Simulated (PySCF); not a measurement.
# Core-level binding energies of `[SiH3][Si]([SiH3])([SiH3])C1CCC1`

Species: C₄H₁₆Si₄.
Cartesian coordinates in Å at the PBE0-D3(BJ)/def2-SVP level; atoms count from 1:
```
atom  x, y, z in Å
Si1   -0.8164    2.1734    0.2574
Si2   -0.7986   -0.1731    0.2096
Si3   -2.4004   -0.8706   -1.3516
Si4   -1.4426   -0.9188    2.3360
C5     0.9092   -0.8707   -0.2513
C6     2.0912   -0.2857    0.5643
C7     2.4233    0.6298   -0.6289
C8     1.5344   -0.2500   -1.5278
H9     0.1583    2.6980    1.2659
H10   -2.1848    2.6461    0.6355
H11   -0.4707    2.7505   -1.0802
H12   -2.0417   -0.3872   -2.7227
H13   -3.7469   -0.3247   -0.9948
H14   -2.4863   -2.3648   -1.3888
H15   -2.7956   -0.3827    2.6832
H16   -0.4698   -0.4588    3.3771
H17   -1.4997   -2.4145    2.3749
H18    0.8235   -1.9702   -0.2475
H19    1.8656    0.1980    1.5287
H20    2.8737   -1.0402    0.7398
H21    2.0125    1.6439   -0.5022
H22    3.4822    0.7303   -0.9088
H23    0.8631    0.2631   -2.2355
H24    2.1190   -0.9915   -2.0941
```

Computed, not measured: PySCF 2.14.0, delta-SCF UKS SCAN, pcX-2 on the ionised atom, pcseg-1 elsewhere, spin-free X2C. Vertical ΔSCF values, vacuum level as zero.

Problem. List the computed XPS lines with their assignment.

Solution. 
```csv
atom(s),environment,level,binding energy (eV),2p1/2 (eV),above the level's lowest (eV),count
Si1/Si3/Si4,SiH3 silicon,Si 1s,1845.90,–,+0.69,3
Si2,four-coordinate silicon,Si 1s,1845.21,–,0.00,1
C7,four-membered-ring carbon,C 1s,290.40,–,+0.51,1
C6/C8,four-membered-ring carbon,C 1s,290.36,–,+0.47,2
C5,sp3 carbon bound to silicon,C 1s,289.89,–,0.00,1
Si1/Si3/Si4,SiH3 silicon,Si 2p3/2,106.18,106.80,+0.62,3
Si2,four-coordinate silicon,Si 2p3/2,105.56,106.18,0.00,1
```

Lowest listed C 1s: C5, bonded to 2 C, H and Si. Highest, 0.51 eV above it: C7, bonded to 2 C and 2 H. The widest gap between neighbouring values is 0.47 eV, between 289.89 and 290.36 eV. Summing the Pauling electronegativity differences to the bonded atoms, each weighted by its formal bond order, gives -1.00 for the lowest site and -0.70 for the highest; no listed site has a larger sum than the highest. The values 290.36 and 290.40 eV lie too close for their order to be trusted.

The listed Si 1s values span 0.69 eV, from Si2 (bonded to C and 3 Si) to Si1/Si3/Si4 (bonded to 3 H and Si). Summing the Pauling electronegativity differences to the bonded atoms, each weighted by its formal bond order, gives +0.65 for the lowest site and +0.90 for the highest.

The listed Si 2p3/2 values span 0.62 eV, from Si2 (bonded to C and 3 Si) to Si1/Si3/Si4 (bonded to 3 H and Si). Summing the Pauling electronegativity differences to the bonded atoms, each weighted by its formal bond order, gives +0.65 for the lowest site and +0.90 for the highest.

Problem. What is the longest wavelength that can ionise Si 2p3/2 of Si1/Si3/Si4 vertically?

Solution. λ = hc/E = 12398.42 eV Å / 106.18 eV = 116.768 Å.

Problem. Which photon energy gives electrons from Si 2p3/2 of Si1/Si3/Si4 a kinetic energy of 50 eV, and what is their de Broglie wavelength?

Solution. hν = 106.18 + 50 = 156.18 eV, recoil neglected; λ = 12.264 Å/√(E/eV) = 1.73 Å.

One atom of each set of topologically equivalent atoms was ionised and stands for the set; in this conformer not all members are related by symmetry, and their own values weren't computed. 2p3/2 and 2p1/2 are the ΔSCF energy of one spin-free 2p hole plus the eigenvalues of a spin–orbit and ligand-field matrix of the shell. 2p1/2 minus 2p3/2 (ligand field included): Si 0.62 eV. Geometry: PBE0-D3(BJ)/def2-SVP, one conformer, isolated molecule.
